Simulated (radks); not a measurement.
La40+, 17 electrons, occupied as [Ne] 3s2 3p5. Method: scalar-relativistic Kohn-Sham, r2SCAN, spin-unpolarised, spherical densities, finite nucleus; meta-GGA in the generalised Kohn-Sham scheme; Fermi nuclear charge, rms radius 4.855 fm; computed with a radial shooting solver on a logarithmic mesh with Libxc functionals.

Unscreened Slater integrals over Kohn-Sham orbitals (cm^-1). Empty in this configuration: 3d.

F0(3p,3p): 776980
F2(3p,3p): 390630
F0(3p,3s): 764890
G1(3p,3s): 495550
F0(3p,2p): 1028100
F2(3p,2p): 261460
G0(3p,2p): 104030
G2(3p,2p): 114760
F0(3p,2s): 998320
G1(3p,2s): 82401
F0(3p,3d): 816050
F2(3p,3d): 392380
G1(3p,3d): 413200
G3(3p,3d): 278520
F0(3s,3s): 755340
F0(3s,2p): 989310
G1(3s,2p): 101850
F0(3s,2s): 968980
G0(3s,2s): 81732
F0(3s,3d): 802700
G2(3s,3d): 311460
F0(2p,2p): 2149300
F2(2p,2p): 1020800
F0(2p,2s): 1977400
G1(2p,2s): 1124400
F0(2p,3d): 1116300
F2(2p,3d): 341380
G1(2p,3d): 321000
G3(2p,3d): 185200
F0(2s,2s): 1869100
F0(2s,3d): 1102400
G2(2s,3d): 296210
F0(3d,3d): 883480
F2(3d,3d): 457830
F4(3d,3d): 296460

Derived for the open shells (J is the average intra-shell exchange parameter used in DFT+U). 3p: J = F2/5 = 78130 cm^-1.
